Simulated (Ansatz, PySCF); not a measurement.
CH5AlS2, SMILES [CH3][Al]([SH])[SH]. Atoms are numbered in the order given.

```xyz
9

Al     0.3972    -0.0819    -0.0226
C      2.2936    -0.4747    -0.1588
H      2.4476    -1.5537    -0.3273
H      2.8324    -0.2069     0.7638
H      2.7623     0.0596    -1.0000
S     -0.5923    -0.2012     1.9305
H     -1.8294     0.1068     1.4848
S     -0.7285     0.4516    -1.8270
H     -1.9263     0.5815    -1.2167
```

Coordinates come from a PBE0-D3(BJ)/def2-SVP optimisation. One conformer was computed; it need not be the lowest.

Two levels are set side by side: PBE-D3(BJ)/def2-SVP (Ansatz, an electronic-structure program) and PBE0-D3(BJ)/def2-SVP (Ansatz). Each level has its own optimised geometry; the coordinates shown are those of the second. Frequencies come from the Hessian of PySCF at each geometry. Differences are taken from unrounded values.

```
quantity                            PBE0-D3(BJ)
----------------------------------  -----------
mean bond length (Å)                      1.542
bond Al1–C2 (Å)                           1.941
bond Al1–S6 (Å)                           2.193
bond Al1–S8 (Å)                           2.193
bond C2–H3 (Å)                            1.103
bond C2–H4 (Å)                            1.101
bond C2–H5 (Å)                            1.101
bond S6–H7 (Å)                            1.351
bond S8–H9 (Å)                            1.351
highest harmonic wavenumber (cm⁻¹)         3165
mean harmonic wavenumber (cm⁻¹)            1144
zero-point energy (kcal/mol)              34.33
```

Problem. What does PBE-D3(BJ) give, and how far is it from PBE0-D3(BJ)? (An estimate is asked for; the answer gives what the named calculation found.)

Solution. 
```tsv
quantity	PBE-D3(BJ)	PBE-D3(BJ) minus PBE0-D3(BJ)
mean bond length (Å)	1.553	0.011
bond Al1–C2 (Å)	1.953	0.012
bond Al1–S6 (Å)	2.208	0.016
bond Al1–S8 (Å)	2.208	0.016
bond C2–H3 (Å)	1.111	0.008
bond C2–H4 (Å)	1.109	0.008
bond C2–H5 (Å)	1.109	0.008
bond S6–H7 (Å)	1.362	0.012
bond S8–H9 (Å)	1.362	0.012
highest harmonic wavenumber (cm⁻¹)	3080	-85
mean harmonic wavenumber (cm⁻¹)	1108	-36
zero-point energy (kcal/mol)	33.26	-1.07
```

Exact exchange shortens and stiffens bonds; PBE has none. Differences between two approximate levels are no errors against the true value.
